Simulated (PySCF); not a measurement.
Mapped SMILES: `[CH3:1][CH2:2][CH2:3][C:4]#[C:5][C:6]1=[CH:7][CH2:8][SiH2:9]1`. Hydrogens are named by the atom that carries them.

[PySCF 2.14: NMR shieldings at PBE0/pcSseg-1/GIAO; GFN2-xTB structure; gas phase; one computed conformer; non-relativistic Hamiltonian; averaged over atoms made equivalent by symmetry, fast rotation or ring inversion]

Chemical shifts δ = σref − σ; ¹³C (σref 186.93) vs TMS, all at this level.

Problem. Do the ¹³C shifts follow the atomic charges (in e)? Tabulate both.

Solution. 
```
atoms  hybridisation  δ (ppm)  σ para (ppm)  Hirshfeld    IAO  Mulliken  ESP-fitted
   C7            sp2    164.4          -231      -0.02  -0.11     -0.10       -0.01
   C6            sp2    135.8          -213      -0.10  -0.28     -0.58       -0.03
   C4             sp    102.7          -184      -0.04  -0.05     -0.14       +0.11
   C5             sp     86.4          -145      -0.08  -0.07     +0.27       -0.36
   C2            sp3     26.5           -88      -0.06  -0.24     -0.27       +0.29
   C3            sp3     24.5           -91      -0.05  -0.27     -0.22       -0.29
   C8            sp3     18.5           -91      -0.17  -0.54     -0.46       -0.54
   C1            sp3     15.5           -77      -0.12  -0.42     -0.28       -0.36
```

Correlation coefficients of δ with charge over these carbons: Hirshfeld +0.53, IAO +0.65, Mulliken +0.15, ESP-fitted +0.39; with the paramagnetic shielding -0.99. Among the 4 sp3 carbons alone: Hirshfeld +0.80, IAO +0.83, Mulliken +0.48, ESP-fitted +0.75. With so few points, grouped by hybridisation, these coefficients are fragile. Charge is one influence among several: hybridisation and low-lying excitations act through the paramagnetic term.

Shifts are as computed. Against solution values, carbons near 30 ppm lie about +3 ppm off and those near 130 ppm about +5 ppm. Of 1309 compounds with measured shifts, 239 miss one by over three times the rms of a fit or turn the order of signals round; such compounds aren't used in these exercises.
